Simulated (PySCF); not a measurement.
## Which determinant of LiHg lies lowest?

Unrestricted PBE0; basis Li def2-SVP, Hg def2-SVP with ECP60; scalar-relativistic core potentials; PySCF 2.14. Outer shells of the fragments: Li 2s1; Hg 5d10 6s2.

Followed along the bond (rough minima from three points):

| 2Ms+1 | unpaired | ⟨S²⟩ at the start | R at minimum (Å) | Te (eV) |
| --- | --- | --- | --- | --- |
| 2 | σ ↑ | 0.75 | 3.19 | 0.00 |
| 4 | σ ↑↑, π ↑ | 3.75 | 3.01 | 5.07 |
| 2 | π ↑ | 0.75 | none in the scan | ≤ 1.12 |

Solutions found at the starting distance of 2.660 Å, counted from the lowest of them; the search is not exhaustive and high or unbound solutions are not listed, so other states can lie among these:

```csv
2Ms+1,unpaired,term,E (eV),⟨S²⟩,⟨Lz²⟩,μ (D)
2,σ ↑,²Σ⁺,0.00,0.75,0.00,0.39
2,π ↑,²Π,1.10,0.75,1.00,-3.30
4,"σ ↑↑, π ↑",⁴Π,5.06,3.75,1.01,-2.53
4,σ ↑↑↑,⁴Σ⁺,5.87,3.75,0.00,4.65
2,"σ ↑↑, π ↓",mixed,5.87,1.75,1.00,-2.29
4,"σ ↑, π ↑↑",⁴Σ⁻,5.99,3.75,0.00,-3.76
4,"σ ↑, π ↑↑",mixed,8.04,3.75,2.02,0.60
```

A term symbol is given only where ⟨S²⟩ and ⟨Lz²⟩ are close to those of a pure state; real π, δ and φ orbitals otherwise mix terms. A positive dipole means Li(−)Hg(+).

Spin–orbit coupling is left out. Counting both spins, an empty level lies below a filled one in some of these solutions, because spin and occupation are held.
